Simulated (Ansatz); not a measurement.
A geometry relaxed with PBE0-D3(BJ)/def2-TZVP in Ansatz (a program for electronic structure), charge 0, multiplicity 2:

```xyz
7

H     -2.1886    -0.2688    -0.3600
H      0.0019     1.8387    -0.8197
Si     0.0273     0.7518     0.1938
C     -1.1998    -0.5179     0.0112
H     -1.1136    -1.4862     0.4910
O      2.7622    -0.3627     0.1005
C      1.7106     0.0452    -0.1033
```

Problem. Write the SMILES of this molecule.

Solution. `C=[SiH][C]=O`
